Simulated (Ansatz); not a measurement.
`[NH2][In]([NH2])[SH]` + CH₃OH → `C[O][In]([NH2])[NH2]` + H₂S  (ligand exchange at the In–S bond)

Isolated molecules relaxed with PBE0-D4/def2-TZVP in Ansatz; ΔE leaves out vibrations. CBS: MP2 limit from def2 TZ/QZ plus the TZ coupled-cluster correction, frozen cores. This one scheme is used for every species. DFT in def2-TZVPP. B3LYP here is the variant with VWN-RPA as its local correlation; programs differ in this. HSE06 is defined as in plane-wave codes. def2 core potentials past Kr. For In outer-core shells are correlated without core-valence functions, which leaves a few kJ/mol of doubt a bond. Each species was taken in one conformer, which may not be the lowest.

`[NH2][In]([NH2])[SH]`:

Cartesian coordinates in Å:
```
N -1.701 -0.425 0.390
In 0.202 0.159 0.039
N 1.399 -0.900 -1.194
S 1.078 2.119 1.078
H -2.133 -0.983 -0.333
H -2.347 0.300 0.666
H 2.393 -0.794 -1.052
H 1.188 -1.883 -1.290
H -0.079 2.408 1.695
```

CH₃OH:

Z-matrix (Å, degrees):
```
C
O 1 1.409
H 1 1.097 2 112.4
H 1 1.090 2 107.0 3 -118.5
H 1 1.097 2 112.4 3 123.0
H 2 0.959 1 108.5 3 -61.6
```

`C[O][In]([NH2])[NH2]`:

```xyz
12

C    -0.348    0.173    2.167
O    -0.062   -0.785    1.188
In    0.184   -0.288   -0.723
N     0.135    1.689   -1.135
N     0.799   -1.808   -1.889
H     0.413    0.966    2.229
H    -1.322    0.663    2.015
H    -0.384   -0.319    3.146
H    -0.079    1.952   -2.086
H    -0.437    2.242   -0.511
H     0.546   -1.759   -2.865
H     0.555   -2.724   -1.536
```

H₂S:

```xyz
3

S    -0.276    0.448   -0.327
H     0.802   -0.323   -0.532
H    -0.526   -0.124    0.860
```

| level | ΔE (kcal/mol) | difference from CCSD(T)/CBS |
| --- | --- | --- |
| LDA (SPW92) | 17.2 | 1.0 |
| PBE-D4 | 16.8 | 0.6 |
| revPBE-D4 | 16.1 | -0.1 |
| BLYP-D4 | 14.6 | -1.6 |
| r2SCAN-D4 | 16.7 | 0.5 |
| PBE0-D4 | 18.5 | 2.3 |
| B3LYP-D4 | 16.3 | 0.1 |
| r2SCANh-D4 | 17.5 | 1.3 |
| r2SCAN0-D4 | 18.4 | 2.2 |
| HSE06-D4 | 18.6 | 2.4 |
| BHLYP-D4 | 17.9 | 1.7 |
| CAM-B3LYP-D4 | 15.9 | -0.3 |
| ωB97X-V | 16.4 | 0.2 |
| ωB97M-V | 17.2 | 1.0 |
| PBE-QIDH | 18.5 | 2.3 |
| PBE | 17.0 | 0.8 |
| BLYP | 15.1 | -1.1 |
| r2SCAN | 16.8 | 0.6 |
| PBE0 | 18.7 | 2.5 |
| B3LYP | 16.6 | 0.4 |
| r2SCANh | 17.6 | 1.4 |
| r2SCAN0 | 18.5 | 2.3 |
| HSE06 | 18.8 | 2.6 |
| BHLYP | 17.9 | 1.7 |
| CAM-B3LYP | 16.1 | -0.1 |
| LC-ωPBE | 17.0 | 0.8 |
| RPA@PBE/def2-TZVPP | 14.6 | -1.6 |
| HF/def2-SVP | 18.7 | 2.5 |
| MP2/def2-SVP | 14.9 | -1.3 |
| CCSD/def2-SVP | 15.1 | -1.1 |
| CCSD(T)/def2-SVP | 14.8 | -1.4 |
| HF/def2-TZVPP | 18.9 | 2.7 |
| MP2/def2-TZVPP | 16.9 | 0.7 |
| SCS-MP2/def2-TZVPP | 16.1 | -0.1 |
| CCSD/def2-TZVPP | 16.6 | 0.4 |
| CCSD(T)/def2-TZVPP | 16.2 | 0.0 |
| HF/def2-QZVPP | 18.6 | 2.4 |
| SCS-MP2/def2-QZVPP | 16.0 | -0.2 |
| MP2/CBS(def2) | 16.9 | 0.7 |
| CCSD/CBS(def2) | 16.6 | 0.4 |
| CCSD(T)/CBS | 16.2 | 0 |

Q: What do rigid-rotor, harmonic-oscillator terms from PBE0-D4/def2-TZVP frequencies (298.15 K, 1 bar) make of the CCSD(T)/CBS value? (Estimate.)

A: Computed: ΔZPE = -2.7 kcal/mol, ΔH = +14.0 kcal/mol, ΔS = 0 J/(mol·K), ΔG = +14.0 kcal/mol. Modes under 50 cm⁻¹ make the entropy rough.

Largest T1 diagnostic among the species: 0.015.

From BLYP to BHLYP (50 % exact exchange), in def2-TZVPP and without D4, ΔE moves by +2.8 kcal/mol. In def2-TZVPP, CCSD(T) changes the Hartree–Fock value by −2.7 kcal/mol (the triples alone add −0.4 kcal/mol) and MP2 by −2.0 kcal/mol. Leaving LDA and LC-ωPBE aside and taking each functional with its dispersion term where it has one, the values spread over 4.1 kcal/mol, from BLYP-D4 to HSE06-D4.
